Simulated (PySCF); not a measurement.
# C5H4F4O2: full NMR table

```yaml
Formula: C5H4F4O2
SMILES: O=C1CO[C@@H]1[C@H](F)C(F)(F)F
InChI: InChI=1S/C5H4F4O2/c6-4(5(7,8)9)3-2(10)1-11-3/h3-4H,1H2/t3-,4-/m0/s1
Point_group_of_the_computed_structure: C1
Degrees_of_unsaturation: 2
Carbon_signals: 5
Proton_signals: 4
```

Structure with atom numbers: `[O:1]=[C:2]1[CH2:3][O:4][C@@H:5]1[C@H:6]([F:7])[C:8]([F:9])([F:10])[F:11]` (H(Xn): hydrogen on atom n). Ha(C3) is cis to C6 on the ring; Hb(C3) is trans to C6 on the ring.

- PBE0/pcSseg-1 with gauge-including orbitals
- couplings computed with B3LYP/pcJ-1 (spin–dipole term only in couplings to heteroatoms)
- structure optimised with PBE0-D3(BJ)/def2-SVP
- run in PySCF
- non-relativistic, averaged over atoms made equivalent by symmetry, fast rotation or ring inversion, one computed conformer, in vacuum

Chemical shifts δ = σref − σ; 1H (σ = 31.27 ppm) and 13C (σ = 184.41 ppm) against TMS; CFCl3 for 19F (σ = 177.25 ppm); H2O for 17O (σ = 334.56 ppm), all at this level.

```tsv
carbon	δC, type	δH (multiplicity, J in Hz)	HMBC from (abs. J ≥ 3 Hz)	span of the C tensor (ppm)
C2	201.1, C	–	Ha(C3), H(C5), Hb(C3), H(C6)	190
C3	94.1, CH2	Ha(C3) 5.47 (m); Hb(C3) 5.28 (m)	H(C5)	98
C5	101.7, CH	5.30 (m)	Hb(C3), H(C6)	87
C6	90.0, CH	4.66 (dqd, 54.6, 7.3, 1.6)	H(C5)	42
C8	126.6, C	–	H(C6)	13
```

Other nuclei:
| atoms | nucleus | environment | δ (ppm) | σ (ppm) |
| --- | --- | --- | --- | --- |
| F9/F10/F11 | 19F | fluorine of a CF3 group | -90.1 | 267.4 |
| F7 | 19F | fluorine on an sp3 carbon | -232.3 | 409.5 |
| O1 | 17O | ketone oxygen | 666.7 | -332.1 |
| O4 | 17O | ether oxygen | 13.4 | 321.1 |

Selected couplings (Hz, signed; the shortest-range and largest first, 30 at most; isotopes 13C, 19F, 1H): 1J(C8,F9) -349.4, 1J(C6,F7) -244.5, 1J(C6,H(C6)) 162.0, 1J(C5,H(C5)) 159.4, 1J(C3,Ha(C3)) 159.1, 1J(C3,Hb(C3)) 157.8, 2J(F7,H(C6)) 54.6, 2J(C6,F9) 35.7, 2J(F7,C8) 23.5, 2J(C5,F7) 23.2, 2J(Ha(C3),Hb(C3)) -17.6, 3J(F7,H(C5)) 33.4, 3J(F7,F9) -17.9, 3J(F9,H(C6)) 7.3, 3J(C2,F7) 7.0, 3J(H(C5),H(C6)) 1.6, 4J(Ha(C3),H(C5)) -5.9, 4J(Hb(C3),H(C5)) -1.8.

1. Carbon types of the structure: 2 × C, 2 × CH, 1 × CH2, which accounts for all hydrogens.
2. δC 201.1: ketone carbonyl carbon; the double bond to the heteroatom, with no lone-pair donor beside it, deshields it most.
3. δC 126.6: CF3 carbon; 3 electronegative neighbours deshield it.
4. δC 101.7: sp3 CH bonded to O, α to a carbonyl; deshielded by the electronegative neighbour.
5. δC 94.1: sp3 CH2 bonded to O, α to a carbonyl; deshielded by the electronegative neighbour.
6. δC 90.0: sp3 CH bonded to F; pulled downfield by the heteroatom.

C–F couplings over four or more bonds (about 3 Hz to the para carbon of a fluoroarene) are left out. Common functionals overestimate the size of one-bond C–F couplings by tens of Hz; these are unscaled. Splittings below 1 Hz are ignored in the labels, and close J values are merged. Unscaled 3J(H,H) at this level run about 10 % above measured values. Shifts are as computed. Against solution values, carbons near 30 ppm lie about +2 ppm off and those near 130 ppm about +5 ppm. Of 1313 compounds with measured shifts, 239 miss one by over three times the rms of a fit or turn the order of signals round; such compounds aren't used in these exercises. Unscaled 19F shifts against computed CFCl3 carry errors that often reach 10 to 50 ppm. Unscaled 17O shifts of doubly bonded oxygen tend to come out too high, by tens of ppm or more. Experimental scales use liquid or dissolved standards, which lie at an offset from isolated H2O (liquid H2O: subtract about 36 ppm). Vicinal couplings across rotatable single bonds and in flexible rings belong to the one computed conformer; a conformer average would change them.
